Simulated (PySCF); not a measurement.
PySCF 2.14 output of an unrestricted B2PLYP calculation on a single atom or ion in aug-cc-pwCVDZ (6s5p3d, 36 functions), with the non-relativistic Hamiltonian (point nucleus):

```
SCF conv_tol = 1e-09
number electrons alpha = 9  beta = 6
    A. D. Becke.,  Phys. Rev. A 38, 3098 (1988)
    C. Lee, W. Yang, and R. G. Parr.,  Phys. Rev. B 37, 785 (1988)
    B. Miehlich, A. Savin, H. Stoll, and H. Preuss.,  Chem. Phys. Lett. 157, 200 (1989)
cycle= 1 E= -289.273752047809  delta_E= -0.00178  |g|= 0.00637  |ddm|= 0.189
cycle= 2 E= -289.273825186377  delta_E= -7.31e-05  |g|= 0.00317  |ddm|= 0.0425
cycle= 3 E= -289.273833624503  delta_E= -8.44e-06  |g|= 0.000897  |ddm|= 0.0181
cycle= 4 E= -289.273834589185  delta_E= -9.65e-07  |g|= 0.000149  |ddm|= 0.00582
cycle= 5 E= -289.273834638786  delta_E= -4.96e-08  |g|= 2.43e-05  |ddm|= 0.00155
cycle= 6 E= -289.273834639585  delta_E= -8e-10  |g|= 1.46e-06  |ddm|= 0.000241
converged SCF energy = -289.273834639585  <S^2> = 3.7501484  2S+1 = 4.0000742
```

The run itself started from symmetry-adapted Hartree-Fock orbitals and held the occupation by maximum overlap, on a logarithmic radial grid, so the iterations belong to that start.

Q: Which element, charge and spin multiplicity is this?

A: Si⁻ (silicon, charge -1), multiplicity 4; the state was [Ne] 3s2 3p3, high-spin 4S determinant. The SCF energy lacks the PT2 part of the double hybrid.

The outer electron is barely bound at this level, so radii and moments hang on the diffuse functions.
